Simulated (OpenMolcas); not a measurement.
# Multiconfigurational calculation on Re V

Input:

```
&GATEWAY
Coord
1

Re 0.0 0.0 0.0
Basis=ANO-R2
Group=XYZ
NoMove
AngMom=0.0 0.0 0.0
AMFI
&SEWARD
* reference wave functions (RASSCF and RASSI steps not shown): 3 electrons in 10 orbitals (5d 6d)
>>> COPY JOB001 $Project.JobIph
&CASPT2
Multistate=10 1 2 3 4 5 6 7 8 9 10
Frozen=14 16
IPEA=0.25
Imaginary=0.1
MaxIter=60
WThr=0.0 0.3 0.05
PrWF=0.5
NoMix
>>> COPY JOB002 $Project.JobIph
&CASPT2
Multistate=40 1 2 3 4 5 6 7 8 9 10 11 12 13 14 15 16 17 18 19 20 21 22
23 24 25 26 27 28 29 30 31 32 33 34 35 36 37 38 39 40
Frozen=14 16
IPEA=0.25
Imaginary=0.1
MaxIter=60
WThr=0.0 0.3 0.05
PrWF=0.5
NoMix
```

Launched by
```bash
OMP_NUM_THREADS=1 MOLCAS_MEM=1689 MOLCAS_PROJECT=a pymolcas a.inp > a.log  # once for each step of the input, in one work folder
```

Output, cut to the results:

```
--- CASPT2 ---
Orbital specifications:
      -----------------------

      Symmetry species                           1   2
                                                ag  au
      Frozen orbitals                           14  16
      Inactive orbitals                          1   3
      Active orbitals                           10   0
      Secondary orbitals                        17  20
      Deleted orbitals                           0   0
      Number of basis functions                 42  39
Type of calculation                        MS-CASPT2
      Fock operator                              state-specific
      IPEA shift                                 0.25
      Real shift                                 0.00
      Imaginary shift                            0.10
      The input orbitals will be transformed to quasi-canonical
Reference energy:      -16685.1839244471
      E2 (Non-variational):      -0.2368461668
      Shift correction:          -0.0000764302
      E2 (Variational):          -0.2369225970
      Total energy:          -16685.4208470441
      Residual norm:              0.0000008107
      Reference weight:           0.96206
      Contributions to the CASPT2 correlation energy
      Active & Virtual Only:         -0.0123539907
      One Inactive Excited:          -0.1073076841
      Two Inactive Excited:          -0.1171844921
Reference energy:      -16685.1839244471
      E2 (Non-variational):      -0.2370334506
      Shift correction:          -0.0000767784
      E2 (Variational):          -0.2371102290
      Total energy:          -16685.4210346762
      Residual norm:              0.0000008200
      Reference weight:           0.96198
      Contributions to the CASPT2 correlation energy
      Active & Virtual Only:         -0.0124100764
      One Inactive Excited:          -0.1073867874
      Two Inactive Excited:          -0.1172365869
::    CASPT2 Root  1     Total energy: -16685.42084704
::    CASPT2 Root  2     Total energy: -16685.42103468
::    CASPT2 Root  3     Total energy: -16685.42001273
::    CASPT2 Root  4     Total energy: -16685.42110895
::    CASPT2 Root  5     Total energy: -16685.42144471
::    CASPT2 Root  6     Total energy: -16685.42006274
::    CASPT2 Root  7     Total energy: -16685.42143108
::    CASPT2 Root  8     Total energy: -16685.37258649
::    CASPT2 Root  9     Total energy: -16685.37259816
::    CASPT2 Root 10     Total energy: -16685.37258863
::    MS-CASPT2 Root  1     Total energy: -16685.42210764
::    MS-CASPT2 Root  2     Total energy: -16685.42156524
::    MS-CASPT2 Root  3     Total energy: -16685.42100201
::    MS-CASPT2 Root  4     Total energy: -16685.42094594
::    MS-CASPT2 Root  5     Total energy: -16685.42069951
::    MS-CASPT2 Root  6     Total energy: -16685.41989877
::    MS-CASPT2 Root  7     Total energy: -16685.41975240
::    MS-CASPT2 Root  8     Total energy: -16685.37259102
::    MS-CASPT2 Root  9     Total energy: -16685.37257899
::    MS-CASPT2 Root 10     Total energy: -16685.37257369
--- CASPT2 ---
Orbital specifications:
      -----------------------

      Symmetry species                           1   2
                                                ag  au
      Frozen orbitals                           14  16
      Inactive orbitals                          1   3
      Active orbitals                           10   0
      Secondary orbitals                        17  20
      Deleted orbitals                           0   0
      Number of basis functions                 42  39
Type of calculation                        MS-CASPT2
      Fock operator                              state-specific
      IPEA shift                                 0.25
      Real shift                                 0.00
      Imaginary shift                            0.10
      The input orbitals will be transformed to quasi-canonical
Reference energy:      -16685.1220643351
      E2 (Non-variational):      -0.2466378091
      Shift correction:          -0.0001906006
      E2 (Variational):          -0.2468284097
      Total energy:          -16685.3688927447
      Residual norm:              0.0000003509
      Reference weight:           0.95602
      Contributions to the CASPT2 correlation energy
      Active & Virtual Only:         -0.0200119935
      One Inactive Excited:          -0.1082864464
      Two Inactive Excited:          -0.1183393692
Reference energy:      -16685.1220643351
      E2 (Non-variational):      -0.2467450500
      Shift correction:          -0.0001929578
      E2 (Variational):          -0.2469380078
      Total energy:          -16685.3690023429
      Residual norm:              0.0000003525
      Reference weight:           0.95596
      Contributions to the CASPT2 correlation energy
      Active & Virtual Only:         -0.0200090301
      One Inactive Excited:          -0.1084310772
      Two Inactive Excited:          -0.1183049427
::    CASPT2 Root  1     Total energy: -16685.36889274
::    CASPT2 Root  2     Total energy: -16685.36900234
::    CASPT2 Root  3     Total energy: -16685.36890171
::    CASPT2 Root  4     Total energy: -16685.36886370
::    CASPT2 Root  5     Total energy: -16685.36889383
::    CASPT2 Root  6     Total energy: -16685.36890197
::    CASPT2 Root  7     Total energy: -16685.36889707
::    CASPT2 Root  8     Total energy: -16685.36892375
::    CASPT2 Root  9     Total energy: -16685.36886953
::    CASPT2 Root 10     Total energy: -16685.34919296
::    CASPT2 Root 11     Total energy: -16685.34922084
::    CASPT2 Root 12     Total energy: -16685.34918459
::    CASPT2 Root 13     Total energy: -16685.34910143
::    CASPT2 Root 14     Total energy: -16685.34911769
::    CASPT2 Root 15     Total energy: -16685.34947844
::    CASPT2 Root 16     Total energy: -16685.34945429
::    CASPT2 Root 17     Total energy: -16685.34949165
::    CASPT2 Root 18     Total energy: -16685.34887147
::    CASPT2 Root 19     Total energy: -16685.34940916
...
```

Levels above the lowest, from the spin-orbit matrix with the single-state CASPT2 energies, averaged by term, on its diagonal:

| Configuration | Term | J | E (cm⁻¹) | Measured (cm⁻¹) | Term weight % | Second |
| --- | --- | --- | --- | --- | --- | --- |
| 5d³ | ⁴F | 3/2 | 0.0 | 0.0 | 84 | 13 ²D(1) |
| 5d³ | ⁴F | 5/2 | 5020 | 4853 | 95 | 4 ²D(1) |
| 5d³ | ⁴F | 7/2 | 9250 | 8973 | 88 | 10 ²G |
| 5d³ | ⁴F | 9/2 | 12300 | 11914 | 64 | 28 ²G |
| 5d³ | ⁴P | 3/2 | 12410 |  | 44 | 38 ²P |
| 5d³ | ⁴P | 1/2 | 14450 | 14325 | 63 | 37 ²P |
| 5d³ | ²G | 7/2 | 19580 | 19013 | 86 | 12 ⁴F |
| 5d³ | ²H | 9/2 | 20690 | 19967 | 56 | 28 ⁴F |
| 5d³ | ⁴P | 5/2 | 21620 | 20922 | 91 | 6 ²D(1) |
| 5d³ | ⁴P | 3/2 | 23880 |  | 45 | 42 ²D(1) |
| 5d³ | ²P | 1/2 | 23960 | 23669 | 63 | 37 ⁴P |
| 5d³ | ²H | 11/2 | 28180 | 27077 | 100 |  |
| 5d³ | ²D(1) | 5/2 | 29790 | 28739 | 87 | 6 ⁴P |
| 5d³ | ²G | 9/2 | 31370 | 30366 | 55 | 37 ²H |
| 5d³ | ²P | 3/2 | 33390 |  | 52 | 33 ²D(1) |
| 5d³ | ²F | 5/2 | 35670 | 34162 | 88 | 10 ²D(2) |
| 5d³ | ²F | 7/2 | 35980 | 34625 | 96 | 4 ²G |
| 5d³ | ²D(2) | 3/2 | 54250 | 52052 | 98 |  |
| 5d³ | ²D(2) | 5/2 | 54610 | 52467 | 86 | 10 ²F |

Against the 15 measured excited levels shown (the list in Brasseur, Gamrath and Quinet, At. Data Nucl. Data Tables 157, 101636 (2024)) the mean absolute deviation is 910 cm-1; the largest miss in energy is 5d³ ²D_3/2(2): computed 54250, measured 52052 cm⁻¹ (+4.2 %).

Term energies are means over components that CASPT2 splits; among the terms shown or strongly mixed into the levels shown the widest spread is 310 cm-1 (5d³ ⁴F). Active for correlation alone: 6d; no level in the range computed is led by a configuration that fills it, so any true level of that kind is missing. Measured partners are found by configuration, term and J. A level has none where our copy of the source lacks it or the pairing is in doubt (some pairs that miss far off the trend of their configuration count as doubtful), and it then counts in no deviation. Only configurations of the active space appear. The first state left out of the spin-orbit step lies near 250000 cm-1 above the lowest spin-free state of the reference (among the parities and spins computed), and the list stops at four fifths of that energy or lower.

The term weight is that of the spin-free term in the level, not the purity of its configuration. A number in round brackets counts repeated terms of one configuration in the order of the reference energies.
